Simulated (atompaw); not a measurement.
Pseudopotential generation for Mg: PAW (atompaw), PBE, non-relativistic.

The input file (atompaw 4.2.0.5):

```
Mg 12
GGA-PBE loggrid 1500 logderivrange -8 5 326
3 3 0 0 0 0
3 1 0
0 0 0
c
v
v
v
v
1
1.45 1.30 1.05 1.10
n
n
bloechl sinc
2 0 troulliermartins
PWSCFOUT
UPFDX 0.0125d0 UPFXMIN -7.d0 UPFZMESH 12.d0
END
```

Command:

```bash
atompaw < Mg.input > Mg.log
```

Output (summary file):

```
Completed calculations for Mg (AE)

 Exchange-correlation type: GGA, Perdew-Burke-Ernzerhof

 Radial integration grid is logarithmic
 r0 =   6.5145318E-04 h =   7.8174382E-03   n =      1500 rmax =   8.0000000E+01

 Non-relativistic calculation

 AEatom converged in  31 iterations
   nz     =  12.00
   delta  =       4.041725425144E-17

 All Electron Orbital energies:
  n  l      occupancy      energy
  1  0      2.0000000E+00 -9.2401711E+01
  2  0      2.0000000E+00 -5.8469617E+00
  3  0      2.0000000E+00 -3.4536152E-01
  2  1      6.0000000E+00 -3.4291263E+00
  3  1      0.0000000E+00 -9.8282614E-02

 Total energy
   Total                    :     -399.91023036845223

 ---
 Completed calculations for Mg (SC)

 Exchange-correlation type: GGA, Perdew-Burke-Ernzerhof

 Radial integration grid is logarithmic
 r0 =   6.5145318E-04 h =   7.8174382E-03   n =      1500 rmax =   8.0000000E+01

 Non-relativistic calculation

 SCatom converged in   1 iterations
   nz     =  12.00
   delta  =       4.688814470260E-17

 Valence Electron Orbital energies:
  n  l      occupancy      energy
   2  0      2.0000000E+00 -5.8469617E+00
   3  0      2.0000000E+00 -3.4536152E-01
   2  1      6.0000000E+00 -3.4291263E+00
   3  1      0.0000000E+00 -9.8282614E-02

 Total energy
   Total                    :     -399.91023036513576
   Valence                  :     -141.11413359670490

 PAW parameters:
       lmax =            1
         rc =    1.4495304516751477
        irc =          987
   rc_shape =    1.3093946162118042
    rc_vloc =    1.0518545975872939
    rc_core =    1.1023980993389295
   Vloc: Norm-conserving Troullier-Martins with l= 2;e=   0.0000E+00
   Projector type: Bloechl + Gram-Schmidt ortho.
   Sinc^2 compensation charge shape zeroed at   1.3094E+00

 Number of basis functions     4
 No.   n  nodes  l      Energy         Cp coeff         Occ
  1    2    1    0   -0.5846962E+01 -0.6393644E+01  0.2000000E+01
  2    3    2    0   -0.3453615E+00 -0.8946279E+01  0.2000000E+01
  3    2    0    1   -0.3429126E+01  0.6248899E+01  0.6000000E+01
  4    3    1    1   -0.9828261E-01  0.1009571E+02  0.0000000E+00

 Eigenvalues of overlap operator (in the basis of projectors):
    1        4.80979178E-01
    2        2.45720548E+00
    3        1.14181157E+01
    4        8.15717143E+01

 Orbital leakage outside PAW augmentation regions
   orb  is_core?  %out_of_sphere
   1 0    T           0.00
   2 0    F           2.50
   3 0    F          95.10
   2 1    F           4.14
   3 1    F          98.28

 Summary of PAW energies
   Total valence energy     :   -141.11413323284319
   Smooth energy            :      8.65426387626073
   One center               :   -149.76839710910392
   Smooth kinetic           :     54.43507968230755
   Vloc energy              :    -37.37752233464184
   Smooth exch-corr         :    -13.73681573204899
   One-center xc            :    -18.87374132350491
```

The run took about 0.39 s on one core of a shared server CPU.
